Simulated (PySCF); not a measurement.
Gas-phase reaction: 3 SnH₄ + 4 C₃H₇ (n-propyl) ⇌ 3 Sn(CH₃)₄ + 4 H

Computed with PySCF (xtb for GFN2) and rigid-rotor harmonic-oscillator thermochemistry at 1 bar. † marks an energy on the PBE0/def2-TZVP geometry and frequencies; other levels use their own. MP2 freezes the core. Open shells (unrestricted): C₃H₇ (n-propyl) (multiplicity 2), H (multiplicity 2); the rest are closed-shell singlets. GFN2 has no spin-polarisation term. B3LYP is the form with VWN-RPA correlation. Sn: scalar-relativistic def2 core potential, no spin-orbit coupling. MP2 isn't extrapolated to the basis-set limit. Warning, point group unlike the PBE0 one: C₃H₇ (n-propyl) (GFN2-xTB).

| level | ΔH°(298 K), kJ |
|---|---|
| B3LYP/def2-TZVP† | 90 |
| BLYP/def2-TZVP† | ___ |
| GFN2-xTB | ___ |
| M06-2X/def2-TZVP† | -95 |
| MP2/def2-TZVPP† | -199 |
| PBE/def2-SVP | 59 |
| PBE/def2-TZVP† | -11 |
| PBE0/def2-SVP† | ___ |
| PBE0/def2-TZVP | 12 |
| r2SCAN/def2-TZVP† | 45 |
| ωB97X-V/def2-TZVP† | ___ |

Task: Some entries are withheld; supply them.

Result: 
- BLYP/def2-TZVP†, ΔH°(298 K), kJ: 79
- GFN2-xTB, ΔH°(298 K), kJ: 625
- PBE0/def2-SVP†, ΔH°(298 K), kJ: 77
- ωB97X-V/def2-TZVP†, ΔH°(298 K), kJ: -11
